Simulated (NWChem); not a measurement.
# SiN, doublet; SMILES N#[Si]

Computed with NWChem. Spin-unrestricted. Spin-contaminated determinants: UHF/def2-SVP (<S²> = 1.21). Geometry: optimised at PBE0/def2-SVP, spin-unrestricted. No stability test was run on the SCF state.

For level UHF/def2-SVP:

- highest occupied level (eV): -9.86
- lowest empty minus highest occupied level, either spin (eV): 10.85
- dipole (D): 1.33
- <S²>: 1.21

How do the values read with level PW91/def2-SVP instead?

The highest occupied level (eV) comes out as -6.71 and the lowest empty minus highest occupied level, either spin (eV) comes out as 0.84. The dipole (D) comes out as 2.31. The <S²> is 0.761.
